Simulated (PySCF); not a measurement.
C6H3MnO5, multiplicity 1. Atoms are numbered in the order given.

```xyz
15

Mn    -0.0055     0.0154     0.0090
O      1.6789    -0.7288     2.3733
C      1.0248    -0.4184     1.4894
O      2.3339     1.4991    -1.1346
C      1.4311     0.9622    -0.6850
O     -1.3680     0.1978    -2.6555
C     -0.8655     0.1560    -1.6303
O     -2.0264    -2.0289     0.8610
C     -1.2738    -1.2266     0.5525
O     -1.3407     2.3698     1.2525
C     -0.8249     1.4643     0.7749
C      0.9410    -1.7290    -0.9239
H      1.4446    -2.3460    -0.1674
H      1.6857    -1.4130    -1.6669
H      0.1891    -2.3493    -1.4309
```

Geometry optimised at B3LYP-D3(BJ)/def2-SVP. The multiplicity is an assumed one; other spin states were not compared. The isomer is the one that the SMILES or the coordinates give; other isomers of the formula were not compared.

Computed with TDA-CAM-B3LYP/def2-SVP run with PySCF.

Vertical excitations. The molecule is in vacuum.

```json
[
 {"state": "S1", "energy (eV)": "4.51", "λ (nm)": "275", "f": "0.000", "main pairs": "HOMO−1→LUMO+3 49 %, HOMO→LUMO+10 23 %, HOMO→LUMO+3 15 %"},
 {"state": "S2", "energy (eV)": "4.51", "λ (nm)": "275", "f": "0.000", "main pairs": "HOMO→LUMO+3 49 %, HOMO−1→LUMO+10 23 %, HOMO−1→LUMO+3 15 %"},
 {"state": "S3", "energy (eV)": "4.58", "λ (nm)": "271", "f": "0.002", "main pairs": "HOMO→LUMO+11 50 %, HOMO−1→LUMO+10 18 %, HOMO→LUMO+5 13 %, HOMO→LUMO+3 10 %"},
 {"state": "S4", "energy (eV)": "4.58", "λ (nm)": "271", "f": "0.002", "main pairs": "HOMO−1→LUMO+11 52 %, HOMO→LUMO+10 17 %, HOMO−1→LUMO+5 14 %, HOMO−1→LUMO+3 11 %"},
 {"state": "S5", "energy (eV)": "4.89", "λ (nm)": "253", "f": "0.000", "main pairs": "HOMO−1→LUMO+7 22 %, HOMO→LUMO+6 22 %, HOMO−3→LUMO+10 17 %, HOMO−1→LUMO+2 10 %"},
 {"state": "S6", "energy (eV)": "4.97", "λ (nm)": "249", "f": "0.000", "main pairs": "HOMO−3→LUMO+10 70 %"},
 {"state": "S7", "energy (eV)": "5.00", "λ (nm)": "248", "f": "0.000", "main pairs": "HOMO−1→LUMO+1 35 %, HOMO→LUMO+2 33 %, HOMO−3→LUMO+11 6 %"},
 {"state": "S8", "energy (eV)": "5.08", "λ (nm)": "244", "f": "0.000", "main pairs": "HOMO−1→LUMO+6 17 %, HOMO→LUMO+7 16 %, HOMO→LUMO+6 12 %, HOMO−1→LUMO+7 11 %"},
 {"state": "S9", "energy (eV)": "5.10", "λ (nm)": "243", "f": "0.000", "main pairs": "HOMO−1→LUMO+2 28 %, HOMO→LUMO+1 28 %, HOMO−1→LUMO+7 13 %, HOMO→LUMO+6 11 %"},
 {"state": "S10", "energy (eV)": "5.12", "λ (nm)": "242", "f": "0.000", "main pairs": "HOMO→LUMO+10 18 %, HOMO→LUMO+1 12 %, HOMO−1→LUMO+11 12 %, HOMO−3→LUMO+6 11 %"},
 {"state": "T1", "energy (eV)": "3.96", "λ (nm)": "313", "f": "0", "main pairs": "HOMO−3→LUMO+3 32 %, HOMO−1→LUMO+6 23 %, HOMO→LUMO+7 22 %, HOMO−1→LUMO+7 7 %"},
 {"state": "T2", "energy (eV)": "4.00", "λ (nm)": "310", "f": "0", "main pairs": "HOMO→LUMO+10 68 %, HOMO−1→LUMO+11 16 %"},
 {"state": "T3", "energy (eV)": "4.00", "λ (nm)": "310", "f": "0", "main pairs": "HOMO−1→LUMO+10 69 %, HOMO→LUMO+11 15 %"},
 {"state": "T4", "energy (eV)": "4.18", "λ (nm)": "297", "f": "0", "main pairs": "HOMO→LUMO+3 52 %, HOMO→LUMO+11 27 %"}
]
```
Triplets are in the Tamm–Dancoff approximation.
